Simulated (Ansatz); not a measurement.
CH₇AlOSi₂ (`O=C[SiH2][SiH2][AlH2]`), relaxed with RKS PBE-D4/def2-SVP in Ansatz 0.2.0 from a rough embedded geometry. The force threshold is 0.03 eV/Å; the program also tests the step.

Charge 0, multiplicity 1.

Start:

```xyz
12

O    -1.922   -2.379    0.874
C    -1.594   -1.413    1.488
Si   -0.952    0.085    0.631
Si    0.866   -0.327   -0.475
Al    1.690    1.582   -1.538
H    -1.710   -1.414    2.547
H    -2.013    0.569   -0.353
H    -0.756    1.185    1.586
H     1.895   -0.859    0.508
H     0.652   -1.454   -1.434
H     3.023    1.502   -2.393
H     0.820    2.921   -1.441
```

```tsv
step	energy (eV)	largest force (eV/Å)	largest move (Å)
1	-25523.3617	2.497	0.000
2	-25523.7406	2.229	0.194
3 (rejected)	-25523.6209	4.595	0.199
4	-25523.8996	0.724	0.099
5	-25523.9292	0.048	0.100
6	-25523.9351	0.071	0.121
7	-25523.9379	0.041	0.196
8	-25523.9396	0.023	0.037
```

End:

```xyz
12

O    -2.410   -2.337    0.957
C    -1.701   -1.520    1.512
Si   -1.106    0.114    0.636
Si    0.948   -0.305   -0.438
Al    1.802    1.658   -1.655
H    -1.320   -1.708    2.569
H    -2.141    0.529   -0.372
H    -0.913    1.204    1.661
H     1.941   -0.755    0.611
H     0.743   -1.478   -1.370
H     3.140    1.545   -2.529
H     1.019    3.054   -1.582
```

Run time 13 s (4 threads of an Arm Neoverse V1 on a shared host); peak host memory 0.17 GiB.
